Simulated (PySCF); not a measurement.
## Computed properties of C2H3Cl2FSi, SMILES C(=C(Cl)Cl)(F)[SiH3]

C₂H₃Cl₂FSi, SMILES FC([SiH3])=C(Cl)Cl. Geometry optimised at B3LYP-D3(BJ)/def2-SVP. The structure was generated by enumeration, and PubChem lists no compound with its InChIKey, so it may never have been made. One conformer was computed; it need not be the lowest. All values are computed for the isolated molecule unless a solvent is named; none is compared with measurement here.

**Structure.** The optimised structure has Cs symmetry. All 21 harmonic modes at B3LYP-D3(BJ)/def2-SVP (PySCF) are real, so it is a minimum. With heavy atoms numbered as in [F:1][C:2]([SiH3:3])=[C:4]([Cl:5])[Cl:6], the shortest bond between them is C2–C4 at 1.346 Å and the longest C2–Si3 at 1.899 Å.

**Vibrations.** The strongest infrared lines (harmonic, unscaled, degenerate partners summed) lie at 921 cm⁻¹ (226 km/mol, H 85 %, Si 8 %), 966 cm⁻¹ (218 km/mol, C 63 %, H 23 %), 1206 cm⁻¹ (113 km/mol, C 74 %, F 25 %). The softest mode is at 87 cm⁻¹ and the zero-point energy is 25.8 kcal/mol.

**Electronic structure.** CAM-B3LYP/def2-TZVP (PySCF) places the frontier levels at -8.71 and 0.04 eV, a gap of 8.75 eV, and gives a dipole moment of 1.29 D and a mean polarisability of 75.4 bohr³. PBE/def2-TZVP (PySCF) at the same geometry gives -6.20 and -1.94 eV, so its gap is 4.49 eV narrower. An orbital gap is neither the optical nor the fundamental gap.

**Excitations.** TDDFT-ωB97X/def2-SVPD (PySCF) has S1 at 6.15 eV (202 nm, f = 0.000, dark); the most intense of the 10 singlets computed lies at 6.16 eV (f = 0.35). T1 (TDA) is at 3.71 eV. TDDFT-PBE/def2-SVPD (PySCF) puts S1 at 5.14 eV. No vertical singlet excitation falls in the visible range (under 3.1 eV).

**NMR.** GIAO shifts at PBE0/pcSseg-1 (PySCF) (non-relativistic, atoms alike by connectivity averaged): ¹³C from 145.1 to 168.2 ppm against TMS; ¹H at 4.6 ppm against TMS; ²⁹Si at -73.7 ppm against TMS; ¹⁹F at -98.7 ppm against CFCl3. Without spin–orbit terms, shifts of atoms bonded to Cl or Br come out too high.

**Solvation.** SMD-PBE0/def2-SVP (PySCF) gives 3.0 kcal/mol in water, -1.8 kcal/mol in 2-propanol, -1.6 kcal/mol in methanol (1 M in both phases, gas-phase geometry).
